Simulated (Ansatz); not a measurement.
Pb5O8H6, a hydroxylated oxide cluster, relaxed as a singlet with RKS PBE-D4/def2-SVP in Ansatz, starting from the GFN1-xTB geometry. Force threshold 0.03 eV/Å.

In the def2 sets Pb takes a core potential; there is no spin–orbit coupling.

Start:

```tsv
atom	x (Å)	y (Å)	z (Å)
Pb1	-0.066	0.027	0.193
Pb2	0.266	-3.209	-0.029
Pb3	2.764	-0.393	-1.439
Pb4	-0.447	2.168	-2.199
Pb5	-2.965	-0.829	-1.127
O6	-0.902	-2.477	1.881
O7	-1.047	-1.740	-0.903
O8	1.728	-1.577	0.055
O9	0.865	0.494	-1.872
O10	2.802	1.497	0.065
O11	-2.842	-1.076	1.293
O12	-1.907	1.048	-1.022
O13	0.865	2.926	-0.344
H14	-0.326	-1.855	2.329
H15	-1.975	-1.762	1.501
H16	1.876	2.142	-0.201
H17	2.488	1.062	0.860
H18	-2.462	-0.215	1.482
H19	1.285	3.767	-0.525
```

(1) Estimate the energy that the relaxation releases and the steps that it takes.

(2) Does the start keep its bonding?

(3) Predict the relaxed structure.

Answers

(1) 70.6 kJ/mol, in 13 steps; 31 s on 2 threads of AMD EPYC 7R13 on a shared host and a share (18 GiB) of an NVIDIA H100 80GB HBM3. No frequencies were taken in this run, so the end may be a saddle point.

(2) By distances, no bond broke or formed. The bond that changes most is Pb1–O7, from 2.30 to 2.41 Å (atoms count from 1).

(3) 
```csv
atom,x (Å),y (Å),z (Å)
Pb1,0.0094,0.1162,0.2588
Pb2,0.3099,-3.2145,0.0517
Pb3,2.8010,-0.4922,-1.6426
Pb4,-0.3975,2.1917,-2.3406
Pb5,-2.9151,-0.8124,-1.2771
O6,-0.7729,-2.1593,1.8107
O7,-0.9853,-1.7343,-0.9253
O8,1.8095,-1.5584,-0.0054
O9,0.8711,0.4377,-1.9712
O10,3.0354,1.5238,-0.1659
O11,-2.9947,-1.0554,1.2203
O12,-1.8513,1.0890,-1.0497
O13,0.8293,2.7671,-0.4578
H14,-0.4721,-2.3045,2.7278
H15,-2.1194,-1.5587,1.5254
H16,2.1686,2.1138,-0.2833
H17,3.0579,1.2886,0.7811
H18,-2.9704,-0.1964,1.6831
H19,0.5867,3.5581,0.0601
```
Bond lengths (bridged metal pairs left out): 16 × O–Pb 2.17 to 2.51 Å; 6 × H–O 0.98 to 1.06 Å.
